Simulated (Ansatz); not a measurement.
Ge(NMeEt)Cl3 (C₃H₈Cl₃GeN). Charge 0, multiplicity 1. Geometry PBE-D4/def2-SVP.

Cartesian coordinates in Å:
```
Ge -0.307 1.920 0.154
N 0.103 0.214 0.641
C 1.505 -0.143 0.815
C -0.805 -0.863 0.239
C -0.577 -1.438 -1.163
H 1.582 -0.973 1.552
H 2.012 -0.471 -0.122
H 2.068 0.718 1.225
H -0.712 -1.670 1.002
H -1.844 -0.481 0.327
H -1.312 -2.241 -1.375
H -0.690 -0.655 -1.940
H 0.435 -1.878 -1.271
Cl 0.040 2.409 -1.944
Cl 0.903 3.283 1.313
Cl -2.401 2.270 0.549
```

Q: Estimate the orbital energies around the gap (eV) in Ansatz with HF/STO-3G, PBE-D4/def2-TZVPD, PBE0-D4/def2-SVP, PBE0-D4/def2-TZVPD, ωB97M-V/def2-TZVP.

A: 
```csv
orbital,HF/STO-3G,PBE-D4/def2-TZVPD,PBE0-D4/def2-SVP,PBE0-D4/def2-TZVPD,ωB97M-V/def2-TZVP
HOMO−5,-11.52,-8.34,-9.65,-9.81,-12.10
HOMO−4,-11.27,-8.14,-9.40,-9.53,-11.76
HOMO−3,-11.16,-7.98,-9.25,-9.40,-11.65
HOMO−2,-11.10,-7.88,-9.16,-9.31,-11.56
HOMO−1,-11.01,-7.74,-9.00,-9.17,-11.42
HOMO,-8.72,-5.87,-7.07,-7.18,-9.44
LUMO,5.31,-2.72,-1.41,-1.76,0.42
LUMO+1,8.00,-0.68,0.78,0.07,2.37
LUMO+2,8.20,-0.55,1.13,0.16,2.43
LUMO+3,10.85,-0.37,1.60,0.40,2.81
LUMO+4,15.07,0.15,1.91,0.77,3.33
LUMO+5,16.12,0.23,2.69,0.82,3.50
```
